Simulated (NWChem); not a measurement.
System: C$_{3}$H$_{7}$BO; SMILES OB1CCC1

Input file for NWChem:

```
start job
memory heap 200 mb stack 900 mb global 1100 mb
geometry units angstroms
  O      1.899446     0.159702     0.027251
  B      0.575808     0.036788     0.016898
  C     -0.597594     1.065042    -0.283520
  C     -1.593380    -0.096245    -0.047322
  C     -0.484407    -1.128752     0.271700
  H      2.419954    -0.616696     0.238052
  H     -0.720861     1.897967     0.397916
  H     -0.656444     1.472593    -1.296460
  H     -2.195351    -0.345685    -0.908115
  H     -2.260456     0.084230     0.804351
  H     -0.548742    -1.546380     1.270441
  H     -0.484233    -1.972356    -0.426333
end
basis spherical
  * library def2-svp
end
dft
  xc xpbe96 cpbe96
  disp vdw 4
  iterations 150
end
driver
  maxiter 120
end
task dft optimize
task dft freq
```

The optimisation ended at a saddle point (imaginary frequency).

The level has its own optimisation; frequencies are unscaled. Brackets give each atom's bonded neighbours.

Question: What results follow from this input? (PBE-D3(BJ)/def2-SVP.) Quantities: r B–O (Å); r H–O (Å); r C–C (Å); r C–H [C(BCHH)–H(C)] (Å); highest harmonic frequency (cm⁻¹); lowest (cm⁻¹); zero-point energy (kcal/mol); dipole (D).

Answer: 
```
Property                           Result
---------------------------------  ------
r B–O (Å)                           1.358
r H–O (Å)                           0.975
r C–C (Å)                           1.568
r C–H [C(BCHH)–H(C)] (Å)            1.111
highest harmonic frequency (cm⁻¹)    3713
lowest (cm⁻¹)                         -78
zero-point energy (kcal/mol)         60.7
dipole (D)                           1.46
```
